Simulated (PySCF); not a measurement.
Spinor energies of Bi(78+) (bismuth, charge +78)

Start: [He] 2s2 2p1; 2p3/2 filled at m_j = +3/2. Calculated with PySCF 2.14 in an uncontracted even-tempered set (16 s from 71 bohr⁻², ratio 2.4; 13 p from 92 bohr⁻², ratio 2.4; 5 d from 290 bohr⁻², ratio 2.6; 4 f from 440 bohr⁻², ratio 2.6): generalised Hartree-Fock with the X2C-1e Hamiltonian and a Gaussian nucleus; one run each with spin-orbit coupling (SO) screened by Boettger's factors, then bare. This is a chosen level, not necessarily the ground level.

```json
{"spinor shell": "1s1/2", "electrons": "2", "ε, screened SO (eV)": "-100917.2", "ε, bare SO (eV)": "-100917.7", "weight of nominal j (bare SO)": "1.000", "rms radius, bare SO (bohr)": "0.0177"}
{"spinor shell": "2s1/2", "electrons": "2", "ε, screened SO (eV)": "-24942.1", "ε, bare SO (eV)": "-24942.2", "weight of nominal j (bare SO)": "1.000", "rms radius, bare SO (bohr)": "0.0692"}
{"spinor shell": "2p3/2", "electrons": "1", "ε, screened SO (eV)": "-22162.5", "ε, bare SO (eV)": "-22147.0", "weight of nominal j (bare SO)": "1.000", "rms radius, bare SO (bohr)": "0.0654"}
```

```tsv
quantity	screened SO	bare SO
E (hartree)	-10290.49089	-10289.91919
M_J	3/2	3/2
⟨J²⟩	3.750	3.750
⟨L²⟩	2.000	2.000
⟨S²⟩	0.750	0.750
```

Each row is a mean over spinors that exchange with the open shell spreads, by up to 76.101 eV (2s1/2).

Breit and QED terms are absent; they matter most for the inner s and p1/2 levels.

Densities and radii are taken from the X2C orbitals without a picture-change correction, which distorts them close to the nucleus.
